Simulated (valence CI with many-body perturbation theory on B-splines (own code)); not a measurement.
Se²⁺: calculated level list

Computed by configuration interaction combined with many-body perturbation theory (CI+MBPT): four valence electrons over a frozen Dirac-Fock core [Ar] 3d10, radial functions for each j: 9 s, 9 p, 8 d, 6 f, 3 g, 1 h, with the one-electron correlation potential Σ1 (screened to all orders), the two-electron term Σ2, the three-electron term Σ3, Breit, model QED; selected single and double excitations, second order for the rest, scaled by the run's own slope (own B-spline code, finite nucleus).

Set against measurement, 18 paired levels are off by 184 cm⁻¹ on average, the worst by 348. These come from a selection out of Moore, Atomic Energy Levels, vol. II, NSRDS-NBS 35 (1971 reprint of NBS Circular 467, 1952), an old analysis. Levels without a partner in it may be off by more. Among the levels kept, up to 430 cm⁻¹ of a level comes from second order outside the variational space, and about a tenth of that is noise between levels of different J, which matters for small intervals.

Levels 1 to 36 of 36, with energies above the lowest level, 4s2 4p2 3P_0. "Leading %" is the weight of the configuration and term that name the level; weights of strongly mixed levels are sums over their largest components and can fall short, so below about 35 % the name and the second component can differ from the true leading terms, or belong to a minority configuration.

| No. | Configuration | Term | J | E (cm⁻¹) | Leading % | Second component | g |
| --- | --- | --- | --- | --- | --- | --- | --- |
| 1 | 4s2 4p2 | 3P | 0 | 0.0 | 94 |  |  |
| 2 | 4s2 4p2 | 3P | 1 | 1736 | 96 |  | 1.501 |
| 3 | 4s2 4p2 | 3P | 2 | 3927 | 92 |  | 1.481 |
| 4 | 4s2 4p2 | 1D | 2 | 13042 | 92 |  | 1.020 |
| 5 | 4s2 4p2 | 1S | 0 | 28145 | 93 |  |  |
| 6 | 4s 4p3 | 5S° | 2 | 68204 | 98 |  | 2.000 |
| 7 | 4s 4p3 | 3D° | 1 | 92317 | 82 | 13 % 4s2 4p 4d 3D° | 0.514 |
| 8 | 4s 4p3 | 3D° | 2 | 92433 | 81 | 12 % 4s2 4p 4d 3D° | 1.175 |
| 9 | 4s 4p3 | 3D° | 3 | 92996 | 83 | 12 % 4s2 4p 4d 3D° | 1.334 |
| 10 | 4s 4p3 | 3P° | 0 | 106199 | 82 | 14 % 4s2 4p 4d 3P° |  |
| 11 | 4s 4p3 | 3P° | 2 | 106225 | 73 | 14 % 4s2 4p 4d 3P° | 1.464 |
| 12 | 4s 4p3 | 3P° | 1 | 106309 | 80 | 14 % 4s2 4p 4d 3P° | 1.488 |
| 13 | 4s2 4p 4d | 1D° | 2 | 112217 | 54 | 33 % 4s 4p3 1D° | 1.028 |
| 14 | 4s2 4p 4d | 3F° | 2 | 123721 | 93 |  | 0.671 |
| 15 | 4s2 4p 4d | 3F° | 3 | 124981 | 94 |  | 1.084 |
| 16 | 4s2 4p 5s | 3P° | 0 | 126165 | 94 |  |  |
| 17 | 4s2 4p 5s | 3P° | 1 | 126671 | 78 | 15 % 4s2 4p 5s 1P° | 1.415 |
| 18 | 4s2 4p 4d | 3F° | 4 | 127071 | 94 |  | 1.250 |
| 19 | 4s2 4p 5s | 3P° | 2 | 130272 | 93 |  | 1.501 |
| 20 | 4s2 4p 5s | 1P° | 1 | 131540 | 67 | 15 % 4s2 4p 5s 3P° | 1.084 |
| 21 | 4s 4p3 | 3S° | 1 | 136961 | 43 | 31 % 4s 4p3 1P° | 1.454 |
| 22 | 4s2 4p 4d | 3D° | 1 | 139146 | 27 | 22 % 4s 4p3 3S° | 1.193 |
| 23 | 4s2 4p 4d | 3P° | 2 | 139281 | 46 | 32 % 4s2 4p 4d 3D° | 1.361 |
| 24 | 4s2 4p 4d | 3D° | 1 | 140590 | 35 | 26 % 4s 4p3 3S° | 1.078 |
| 25 | 4s2 4p 4d | 3D° | 3 | 141915 | 80 | 11 % 4s 4p3 3D° | 1.324 |
| 26 | 4s2 4p 4d | 3P° | 0 | 142133 | 80 | 14 % 4s 4p3 3P° |  |
| 27 | 4s2 4p 4d | 3D° | 2 | 142580 | 50 | 29 % 4s2 4p 4d 3P° | 1.288 |
| 28 | 4s2 4p 4d | 3P° | 1 | 142609 | 57 | 18 % 4s2 4p 4d 3D° | 1.276 |
| 29 | 4s 4p3 | 1D° | 2 | 147841 | 53 | 36 % 4s2 4p 4d 1D° | 1.017 |
| 30 | 4s2 4p 4d | 1F° | 3 | 148710 | 89 |  | 1.009 |
| 31 | 4s2 4p 5p | 1P | 1 | 150534 | 51 | 41 % 4s2 4p 5p 3D | 0.805 |
| 32 | 4s2 4p 5p | 3D | 1 | 152985 | 44 | 27 % 4s2 4p 5p 1P | 0.915 |
| 33 | 4s2 4p 5p | 3D | 2 | 153300 | 82 | 7 % 4s2 4p 5p 3P | 1.184 |
| 34 | 4s2 4p 5p | 3P | 0 | 154574 | 90 |  |  |
| 35 | 4s2 4p 5p | 3P | 1 | 156138 | 65 | 14 % 4s2 4p 5p 1P | 1.364 |
| 36 | 4s2 4p 5p | 3D | 3 | 156458 | 94 |  | 1.334 |

Names give the largest LS component (configuration and term), which can be under half, so a name can repeat, a term be missing and a line seem to break the LS rules; names also repeat where a configuration has a term twice.

The ionisation energy to 4s2 4p 2P°_1/2 of the next ion comes out as 31.659 eV (NIST: 31.697 ± 0.019 eV (measured)). All 36 levels together are meant to be complete up to 156574 cm⁻¹.
